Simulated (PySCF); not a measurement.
A geometry optimisation, step by step.

Ethyl butyrate, C6H12O2.
SMILES with atom numbers: `[CH3:1][CH2:2][CH2:3][C:4](=[O:5])[O:6][CH2:7][CH3:8]` (hydrogens: H9, H10, H11 on C1; H12, H13 on C2; H14, H15 on C3; H16, H17 on C7; H18, H19, H20 on C8)

Computed by this run: PySCF, PBE0-D3(BJ)/def2-SVP geometry optimisation, gas phase; density fitting, grid level 2; the optimiser is geomeTRIC in internal coordinates, started from a GFN2-xTB structure. The frame can shift and turn from step to step; on so coarse a grid that alone can change the energy by a few meV, and forces under 0.02 eV/Å are noise.

Step 0: E = -10493.1640 eV, largest atomic force 0.802 eV/Å
```
atom  x, y, z in Å  |  force x, y, z in eV/Å
C1     -3.409    0.228   -0.228    0.561  -0.295   0.260
C2     -2.020   -0.191    0.233   -0.248   0.598  -0.439
C3     -0.950    0.794   -0.255    0.194  -0.632   0.454
C4      0.402    0.360    0.260   -0.199   0.294  -0.166
O5      0.875    0.683    1.317    0.074  -0.036   0.095
O6      0.992   -0.478   -0.600    0.123  -0.132  -0.074
C7      2.264   -1.008   -0.227    0.127   0.507  -0.054
C8      3.387   -0.025   -0.524   -0.667  -0.426   0.119
H9     -3.664    1.208    0.168   -0.175   0.432   0.135
H10    -3.454    0.274   -1.314   -0.091   0.041  -0.465
H11    -4.153   -0.486    0.117   -0.393  -0.247   0.100
H12    -1.991   -0.235    1.323    0.068  -0.088   0.345
H13    -1.791   -1.187   -0.152    0.126  -0.341  -0.040
H14    -0.933    0.813   -1.344   -0.005   0.063  -0.336
H15    -1.166    1.790    0.132    0.011   0.300   0.091
H16     2.373   -1.922   -0.814    0.003  -0.216  -0.084
H17     2.248   -1.249    0.841   -0.019  -0.111   0.167
H18     4.345   -0.487   -0.305    0.456  -0.167   0.080
H19     3.364    0.267   -1.571    0.049   0.116  -0.428
H20     3.274    0.862    0.094    0.007   0.339   0.239
```

Step 1: E = -10493.2036 eV, largest atomic force 0.165 eV/Å
```
atom  x, y, z in Å  |  force x, y, z in eV/Å
C1     -3.424    0.182   -0.317   -0.077   0.051  -0.040
C2     -2.036   -0.224    0.139    0.085  -0.109   0.090
C3     -0.953    0.752   -0.323   -0.046   0.115  -0.097
C4      0.407    0.337    0.163    0.075  -0.092   0.061
O5      0.894    0.657    1.217   -0.029   0.029  -0.020
O6      1.004   -0.497   -0.702   -0.052   0.053  -0.004
C7      2.279   -1.013   -0.324   -0.033  -0.127   0.018
C8      3.393   -0.044   -0.640    0.076   0.065  -0.009
H9     -3.698    1.176    0.074    0.002  -0.031  -0.016
H10    -3.486    0.231   -1.417   -0.003   0.000   0.034
H11    -4.186   -0.534    0.028    0.024   0.014  -0.005
H12    -2.002   -0.290    1.241   -0.004  -0.006  -0.050
H13    -1.791   -1.232   -0.241   -0.012   0.043   0.019
H14    -0.944    0.806   -1.423    0.006   0.011   0.049
H15    -1.156    1.758    0.080    0.014  -0.052  -0.021
H16     2.384   -1.947   -0.896    0.005   0.043   0.023
H17     2.262   -1.254    0.751    0.009   0.015  -0.034
H18     4.370   -0.504   -0.421   -0.044   0.013  -0.006
H19     3.377    0.241   -1.703   -0.002  -0.015   0.026
H20     3.298    0.864   -0.027    0.006  -0.019  -0.019
```

Step 2: E = -10493.2045 eV, largest atomic force 0.042 eV/Å
```
atom  x, y, z in Å  |  force x, y, z in eV/Å
C1     -3.424    0.181   -0.319   -0.013   0.005  -0.004
C2     -2.033   -0.224    0.138    0.013  -0.013   0.008
C3     -0.952    0.756   -0.321   -0.019   0.013  -0.035
C4      0.406    0.337    0.169    0.007   0.011   0.013
O5      0.888    0.662    1.223    0.023  -0.024  -0.019
O6      1.002   -0.496   -0.698   -0.009   0.020   0.025
C7      2.277   -1.014   -0.322   -0.005  -0.019   0.009
C8      3.393   -0.046   -0.643    0.007   0.012  -0.004
H9     -3.701    1.172    0.074    0.004  -0.003   0.002
H10    -3.485    0.233   -1.418    0.004  -0.003   0.002
H11    -4.183   -0.538    0.024    0.000  -0.002   0.001
H12    -2.001   -0.295    1.239   -0.002   0.003  -0.004
H13    -1.787   -1.229   -0.243   -0.004   0.004  -0.004
H14    -0.941    0.814   -1.420    0.000   0.000   0.003
H15    -1.156    1.759    0.083    0.001  -0.007   0.007
H16     2.381   -1.948   -0.892    0.000   0.005  -0.001
H17     2.264   -1.251    0.753    0.001   0.006   0.001
H18     4.368   -0.507   -0.426   -0.002  -0.003   0.002
H19     3.374    0.234   -1.707   -0.001  -0.004   0.000
H20     3.301    0.865   -0.035   -0.004  -0.001  -0.001
```

Step 3: E = -10493.2046 eV, largest atomic force 0.048 eV/Å
```
atom  x, y, z in Å  |  force x, y, z in eV/Å
C1     -3.422    0.177   -0.321    0.015  -0.010   0.009
C2     -2.029   -0.224    0.136   -0.016   0.020  -0.020
C3     -0.952    0.763   -0.319    0.007  -0.001   0.043
C4      0.406    0.343    0.173    0.017  -0.020  -0.023
O5      0.895    0.662    1.226   -0.035   0.031   0.006
O6      0.998   -0.491   -0.694    0.021  -0.024  -0.017
C7      2.272   -1.013   -0.318    0.007   0.019  -0.001
C8      3.391   -0.049   -0.647   -0.018  -0.013  -0.001
H9     -3.704    1.165    0.076    0.001   0.008   0.006
H10    -3.483    0.233   -1.419    0.003  -0.002  -0.009
H11    -4.178   -0.546    0.019   -0.006  -0.005   0.002
H12    -1.998   -0.300    1.235   -0.001   0.003   0.014
H13    -1.779   -1.226   -0.250    0.003  -0.009  -0.009
H14    -0.939    0.825   -1.417    0.008  -0.002  -0.009
H15    -1.158    1.762    0.090   -0.011   0.014   0.013
H16     2.372   -1.949   -0.884   -0.003  -0.011  -0.011
H17     2.261   -1.244    0.757   -0.001   0.000   0.008
H18     4.364   -0.512   -0.428    0.013  -0.004   0.004
H19     3.371    0.224   -1.713    0.001   0.001  -0.009
H20     3.303    0.865   -0.044   -0.004   0.005   0.004
```

Step 4: E = -10493.2048 eV, largest atomic force 0.024 eV/Å
```
atom  x, y, z in Å  |  force x, y, z in eV/Å
C1     -3.422    0.176   -0.320    0.008  -0.004   0.004
C2     -2.028   -0.225    0.134   -0.006   0.005  -0.013
C3     -0.953    0.765   -0.318    0.011  -0.005   0.010
C4      0.406    0.346    0.171   -0.021  -0.012   0.003
O5      0.892    0.666    1.225    0.007   0.015   0.002
O6      0.999   -0.490   -0.694    0.004  -0.003  -0.004
C7      2.272   -1.013   -0.317    0.005   0.008   0.000
C8      3.392   -0.052   -0.648   -0.008  -0.008  -0.002
H9     -3.705    1.163    0.081   -0.001   0.004   0.001
H10    -3.484    0.235   -1.418   -0.001   0.000  -0.004
H11    -4.177   -0.550    0.018   -0.001  -0.001   0.001
H12    -1.996   -0.303    1.234    0.001   0.001   0.006
H13    -1.777   -1.225   -0.256    0.002  -0.004  -0.003
H14    -0.941    0.831   -1.417    0.001   0.002  -0.007
H15    -1.160    1.764    0.094   -0.003   0.003   0.006
H16     2.371   -1.951   -0.881   -0.003  -0.005  -0.004
H17     2.260   -1.241    0.759    0.000   0.000   0.002
H18     4.365   -0.515   -0.426    0.005   0.000   0.003
H19     3.374    0.218   -1.715    0.002   0.001  -0.003
H20     3.304    0.865   -0.048   -0.001   0.003   0.001
```

Problem. Summarise the path.

Solution. The energy falls by 0.94 kcal/mol from step 0 to step 4; nine tenths of that is first reached at step 1. It falls at every step. The largest force goes from 0.802 to 0.024 eV/Å. Among the bonds C8–H18 changes most (a near tie, within 0.001 Å, with another), from 1.086 to 1.100 Å; the atoms move by 0.034 Å rms after alignment.

Problem. Follow the three bonds and two angles with the largest change from start to end.

Solution. 
| step | E above end (kcal/mol) | largest force (eV/Å) | C8–H18 (Å) | C1–H9 (Å) | C1–H10 (Å) | H12–C2–H13 (°) | C2–C3–C4 (°) |
| --- | --- | --- | --- | --- | --- | --- | --- |
| 0 | 0.94 | 0.802 | 1.086 | 1.087 | 1.088 | 108.0 | 109.4 |
| 1 | 0.03 | 0.165 | 1.102 | 1.103 | 1.103 | 106.3 | 111.5 |
| 2 | 0.01 | 0.042 | 1.101 | 1.102 | 1.102 | 106.3 | 111.2 |
| 3 | 0.01 | 0.048 | 1.100 | 1.101 | 1.101 | 106.3 | 111.0 |
| 4 | 0.00 | 0.024 | 1.100 | 1.102 | 1.102 | 106.3 | 111.0 |

What follows is the cost of the whole optimisation. Hardware: one thread of an Arm Neoverse V1, on a shared host. Cost: 1.8 min wall, 0.78 GiB resident at most.
